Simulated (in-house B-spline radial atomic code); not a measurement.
RPA and G0W0 on HSE06: the bromine ion Br⁵⁺

Configuration [Ar] 3d10 4s2, mean-field start HSE06. Computed with a B-spline radial code for spherical atoms: all electrons, non-relativistic, point nucleus, each spin shell either full or empty, empty states to l = 9 with an (l + 1/2)⁻⁴ tail; G0W0 by contour deformation at full frequency.

Command:
```bash
python run_gw.py task.json out
```
Settings (radii: box in bohr, nucleus in fm):
```
Z                        35
electrons                30
configuration            [Ar] 3d10 4s2
hamiltonian              nr
method                   hse06
lmax                     9
spin_polarised           False
box_radius               10.43
intervals                50
ion_configuration        [Ar] 3d10 4s1
```

Cost of the run: 6.3 s on 1 thread of Intel(R) Xeon(R) Platinum 8488C (shared host).

Energies (hartree):

```csv
term,value
mean-field total,-2567.44597
Hartree-Fock functional on these orbitals,-2566.18904
direct second order,-2.556
second-order exchange,0.74428
SOSEX correction,0.68406
```

Task: What is the RPA correlation energy, and what remains with SOSEX?

Result: RPA gives -2.2376 hartree (-2.03 eV per electron); RPA + SOSEX gives -1.5535, and the second-order doubles -1.8117 hartree (no singles). SOSEX takes back 31 % of the RPA value.

Quasi-particle levels (eV):

| level | occupied | mean field | Σx - vxc | Σc | QP weight | G0W0 |
| --- | --- | --- | --- | --- | --- | --- |
| 4s | yes | -80.93 | -3.41 | ? | ? | ? |
| 3d | yes | -143.23 | -14.88 | 3.41 | 0.940 | -154.70 |
| 4p | no | -64.02 | 6.24 | -1.70 | 0.962 | -59.47 |

G0W0 = mean field + (Σx - vxc) + Σc, with Σc (partial-wave tail included) taken at the quasi-particle energy. Only the outer levels were computed. Levels of low weight are left out.

Task: Where does G0W0 put 4s?

Result: At -86.68 eV, with Σc = -2.35 eV and a quasi-particle weight of 0.965. The tabulated removal energy is 87.39 ± 0.025 eV (NIST, measured); the calculation leaves out relativity, Breit and QED terms, and what these don't explain is the method's own error.

Task: What does it cost to remove one electron (to [Ar] 3d10 4s1) by differences of total energies, each species on its own start (correlation terms add to the Hartree-Fock functional)?

Result: HSE06 86.30 eV, Hartree-Fock functional 84.01 eV, + RPA 86.55 eV, + RPA + SOSEX 85.96 eV, + second order 86.84 eV. Tabulated: 87.39 ± 0.025 eV (NIST, measured); the calculation leaves out relativity, Breit and QED terms, and what these don't explain is the method's own error.
